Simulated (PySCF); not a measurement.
**Chromium: a sound run and one with changed settings**

Sound run: Cr [Ar] 3d5 4s1, Cr⁺ [Ar] 3d5. Calculation: PySCF 2.14, in cc-pVDZ-DK (6s5p3d1f, 43 functions); scalar relativity by spin-free X2C-1e. The sound run starts from symmetry-adapted Hartree-Fock orbitals and uses a fine grid where one is needed.

Changed run: 6 angular points. This setting is unsound on purpose.

| species | method | sound run (hartree) | changed run (hartree) | converged |
| --- | --- | --- | --- | --- |
| Cr | UHF | -1049.65356 | -1049.65356 | yes |
| Cr | B3LYP | -1050.79715 | -1052.84625 | yes |
| Cr | PBE0 | -1050.57241 | -1052.36559 | yes |
| Cr⁺ | UHF | -1049.43261 | -1049.43261 | yes |
| Cr⁺ | B3LYP | -1050.53607 | -1053.06391 | yes |
| Cr⁺ | PBE0 | -1050.31460 | -1052.57721 | yes |

Ionisation energy of Cr:

| method | sound run (eV) | changed run (eV) |
| --- | --- | --- |
| UHF | 6.012 | 6.012 |

A coarse angular grid integrates products of high-l functions wrongly, so density functionals can shift, and the SCF can exploit the error; Hartree-Fock and MP2 need no grid.

For comparison, NIST gives 6.767 eV between the lowest levels.
